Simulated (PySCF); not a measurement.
# S: excitation energy

S [Ne] 3s2 3p4 (3P) → S [Ne] 3s1 3p5 (3P), as a difference of total energies. All numbers are calculated (PySCF 2.14, no relativity, point nucleus, in def2-TZVPPD). Correlated levels: valence: [Ne] frozen. The calculations carry no spin-orbit coupling.

```csv
method,excitation energy (eV),error (eV)
UHF,11.469,+2.541
MP2 (valence),10.409,+1.481
SCS-MP2 (valence),10.290,+1.362
CCSD (valence),9.426,+0.498
CCSD(T) (valence),8.925,-0.003
```

Reference: 8.928 eV (measured; NIST levels, between the centres of gravity of the two terms).

Errors of the correlated levels include the incompleteness of this basis and the frozen core.

The coupled-cluster amplitudes are large for the upper state (T1 above 0.03 or a double amplitude above 0.15), so a single reference is strained.
